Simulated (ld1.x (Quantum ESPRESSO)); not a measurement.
**nitrogen (N), RRKJ: configuration errors across variants**

* Element: nitrogen (N)
* Generator: ld1.x (Quantum ESPRESSO) 7.5
* Type: norm-conserving RRKJ (Kleinman–Bylander form)
* Functional: BP86
* Relativity: scalar-relativistic
* Frozen core: [He]
* Valence charge: 5
* Reference configuration: 2s1 2p4
* Partial waves: 2s (bound): rc 0.90 bohr; 3d channel at 0.05 Ry: rc 2.40 bohr; 2p (bound): rc 2.60 bohr
* Local potential: the p channel
* Core correction: a·sin(br)/r model core, default radius (core density twice the valence density)
* rho0: 0.01

All-electron excitation energies from the reference (eV): (1) 2s2 2p3 -11.509; (2) 2s2 2p2 2.170; (3) 2s2 2p1 31.094; (4) 2s1 2p3 13.970; (5) 2s0 2p5 11.532; (6) 2s1 2p0 156.098; (7) 2s2 2p0 78.196.

The default core radius of the base comes out at 0.40 bohr.

Errors AE − PS in meV (a dash: test not solved or not reliable):

| change | (1) | (2) | (3) | (4) | (5) | (6) | (7) | bound ghosts |
| --- | --- | --- | --- | --- | --- | --- | --- | --- |
| base | -38 | +282 | +1478 | +23 | -35 | +7718 | +4736 | none |
| core correction none | -36 | +284 | +1476 | +22 | -32 | +7649 | +4716 | none |
| core correction a·sin(br)/r model core inside 0.40 bohr | -38 | +282 | +1478 | +23 | -35 | +7718 | +4736 | none |
| core correction a·sin(br)/r model core inside 0.52 bohr | -38 | +282 | +1479 | +23 | -35 | +7724 | +4736 | none |
| core correction a·sin(br)/r model core inside 0.62 bohr | -38 | +282 | +1479 | +23 | -35 | +7694 | +4733 | none |
| core correction a·sin(br)/r model core inside 0.84 bohr | -36 | +284 | +1477 | +22 | -33 | +7643 | +4719 | none |
| core correction a·sin(br)/r model core inside 0.96 bohr | -36 | +284 | +1476 | +22 | -32 | +7643 | +4716 | none |
| core correction a·sin(br)/r model core inside 1.10 bohr | -36 | +284 | +1476 | +22 | -32 | +7646 | +4715 | none |

(1) Give the same row for: core correction a·sin(br)/r model core inside 0.76 bohr.

Results:

(1) -37, +283, +1477, +22, -34, +7650, +4722; bound ghosts: none.
